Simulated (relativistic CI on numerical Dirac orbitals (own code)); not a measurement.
# Nd¹¹⁺: sensitivity of the levels to the model

Base calculation: Dirac-Coulomb-Breit CI, separate exchange-only KLI orbitals for each configuration, a model potential for QED, unscaled Slater integrals.

Configurations in the expansion (outside the closed core [Kr] 4d10): 4f 5s2, 5s2 5p, 4f 5s 5p, 4f3, 4f2 5s, 5s 5p2, 4f2 5p, 4f 5s 5d, 5s2 5d, 4f2 5d, 4f 5s 5f, 4f 5p 5d, 5s2 6s, 4f 5p2, 5p3, 5p2 5d, 5s 5p 5d, 5p 5d2, 5p 5d 5f, 4f 5d2, 5d3. Double excitations out of closed p, d and f shells are left out; levels of such configurations are missing from the list, as are those of other unlisted configurations, and high levels can miss mixing partners. Some configurations lack a partner that the ground configuration has and come out too high, among them 5s2 6s.

Variants: (1) valence Slater integrals scaled by 0.9; (2) QED terms removed. Shifts of the energy above 4f 5s2 2F°_5/2, in cm⁻¹, for the lowest level and the first level of each name with at least 55 % of one term (blank where a level changes its place among those of its configuration and J or its character, or is not in the variant):

| Level | Base | Δ(1) | Δ(2) |
| --- | --- | --- | --- |
| 4f 5s2 2F°_5/2 | 0.0 | 0.0 | 0.0 |
| 4f 5s2 2F°_7/2 | 3981.5 | -4.0 | -21.7 |
| 5s2 5p 2P°_1/2 | 48112.1 | +351.4 | -155.9 |
| 5s2 5p 2P°_3/2 | 92627.4 | +525.9 | -217.2 |
| 4f2 5s 4H_7/2 | 120773.1 | +124.1 | +899.2 |
| 4f2 5s 4H_9/2 | 122291.6 | +111.6 | +891.1 |
| 4f2 5s 4H_11/2 | 124328.1 | +129.3 | +878.6 |
| 4f2 5s 4H_13/2 | 126688.9 | +136.4 | +864.6 |
| 4f2 5s 4F_3/2 | 129221.2 | -570.3 | +892.6 |
| 4f2 5s 4F_5/2 | 130134.5 | -557.3 | +886.7 |
| 4f2 5s 4F_7/2 | 131333.5 | -553.2 | +879.5 |
| 4f2 5s 4F_9/2 | 132075.9 | -678.3 | +881.7 |
| 4f2 5s 2H_9/2 | 134106.2 | -926.7 | +888.2 |
| 4f2 5s 2G_7/2 | 136864.3 | -1070.1 | +878.6 |

At this charge transitions that keep the count of f electrons are usually good to a few per cent. Terms inside the open d or f shell come out 10 to 20 % too wide with unscaled integrals. Levels and lines within the n = 5 or 6 shells can be off by up to 10 % or somewhat more, and those that change n by about 2 %, since core polarisation is missing. Levels that differ in their count of f electrons can be misplaced by several ten thousand cm⁻¹, since the correlation energy of f electrons is missing or only estimated; rates across such gaps can be off by orders of magnitude.

Ionisation energy from one configuration of each of the two ions, the ground ones as tabulated or assumed: base 191.074 eV. The NIST ASD value (theoretical) is 195 ± 10 eV.

LS names give the leading component of a level, which can be under half, so a name can repeat, a term be missing and a line seem to break the LS rules.
